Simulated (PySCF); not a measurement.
# How methods differ on the ionisation energy of V¹⁵⁺

V¹⁵⁺ [He] 2s2 2p4 [2p1/2^2 2p3/2^2, M_J = 2] → V¹⁶⁺ [He] 2s2 2p3 [2p1/2^2 2p3/2^1, M_J = 3/2], as a difference of total energies. All numbers are calculated (PySCF 2.14, the two-component X2C-1e Hamiltonian, in an even-tempered Gaussian basis (18 s from 3 bohr⁻², ratio 2.4; 11 p from 3.9 bohr⁻², ratio 2.4; 5 d from 17 bohr⁻², ratio 2.6; 5 f from 26 bohr⁻², ratio 2.6)). Correlated levels: nothing frozen; the 30 highest virtual spinors dropped. "Screened" scales the spin-orbit matrix elements by Boettger's factors to mimic the two-electron term; Breit and QED terms are absent.

| method | ionisation energy (eV) |
| --- | --- |
| GHF (spin-free) | 1058.3 |
| GMP2 (spin-free) | 1059.8 |

The labels give the starting determinants; with spin-orbit coupling the two ends relaxed to ⟨J²⟩ = 6.00, ⟨L²⟩ = 2.24, ⟨S²⟩ = 1.88.

For comparison: 1062.9 ± 2 eV (semi-empirical (NIST evaluation); NIST Atomic Spectra Database, ionization energies).
